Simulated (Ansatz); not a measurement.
`N[SiH2][Al]([OH])[Cl]` + `[OH][GeH3]` → `N[SiH2][O][GeH3]` + `[OH][AlH][Cl]`  (cleavage of the Si–Al bond)

Gas-phase electronic energies from Ansatz, PBE0-D4/def2-TZVP geometries. CBS: MP2 limit from def2 TZ/QZ plus the TZ coupled-cluster correction, frozen cores. This one scheme is used for every species. Functionals use def2-TZVPP. B3LYP here is the variant with VWN-RPA as its local correlation; programs differ in this. For Ge outer-core shells are correlated without core-valence functions, which leaves a few kJ/mol of doubt a bond. Scalar relativity is left out up to krypton. Each species was taken in one conformer, which may not be the lowest.

```
                species  B3LYP-D4 energy (Eh)
`N[SiH2][Al]([OH])[Cl]`           -1125.43223
           `[OH][GeH3]`           -2154.73169
     `N[SiH2][O][GeH3]`           -2500.92819
        `[OH][AlH][Cl]`            -779.28370
```

Problem. Work out ΔE.

Solution. ΔE = (-2500.92819) + (-779.28370) − (-1125.43223) − (-2154.73169) = -0.04797 Eh = -125.9 kJ/mol. CCSD(T)/CBS gives -128.8 kJ/mol.

Largest T1 diagnostic among the species: 0.012.

In def2-TZVPP, CCSD(T) changes the Hartree–Fock value by +22.7 kJ/mol (the triples alone add +3.0 kJ/mol) and MP2 by +14.6 kJ/mol. From PBE to PBE0 (25 % exact exchange), in def2-TZVPP and without D4, ΔE moves by −10.3 kJ/mol.
